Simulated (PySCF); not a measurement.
**Correlation energy of Er (erbium, neutral)**

[Xe] 4f12 5d2, one real determinant (an excited configuration). Computed with PySCF 2.14 in x2c-TZVPPall, with scalar relativity by spin-free X2C-1e. Frozen: [Kr] 4d10; 22 electrons correlated.

MP2 pair energies summed by pair of shells (mhartree):

| pair | energy | share (%) |
| --- | --- | --- |
| 4f-4f | -520.57 | 50.7 |
| 4f-5p | -241.44 | 23.5 |
| 5p-5p | -111.89 | 10.9 |
| 4f-5s | -58.24 | 5.7 |
| 5s-5p | -31.72 | 3.1 |
| 5p-5d | -29.29 | 2.9 |
| 4f-5d | -20.57 | 2.0 |
| 5s-5s | -5.99 | 0.6 |
| 5s-5d | -3.24 | 0.3 |
| 5d-5d | -3.11 | 0.3 |

Total MP2 correlation energy: -1026.1 mhartree.

Same-spin part -399.72 and opposite-spin part -626.34 mhartree; SCS-MP2 scales them by 1/3 and 6/5 to -884.84 mhartree.

The reference is one real determinant that mixes LS terms of this configuration.
